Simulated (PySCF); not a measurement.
BFHO, SMILES FB=[OH+], charge +1.

The structure is a stationary point at B3LYP-D3(BJ)/def2-TZVP. A frequency run showed that this geometry is not a minimum. The isomer is the one that the SMILES or the coordinates give; other isomers of the formula were not compared.

All values below come from r2SCAN/def2-TZVPD run with PySCF.

Isolated molecule, no solvent.

Q: Estimate the frontier levels, gap, dipole moment and polarisability. (Estimate from the structure and the level; the computed values follow.)

A: 
The highest occupied level is -18.29 eV and the lowest empty level comes out as -7.47 eV. The orbital gap is 10.83 eV, the dipole moment about the centre of nuclear charge is 3.28 D and the mean static polarisability is 13.6 bohr³ (2.02 Å³). The polarisability, principal values is 10.6, 10.6, 19.7 bohr³.
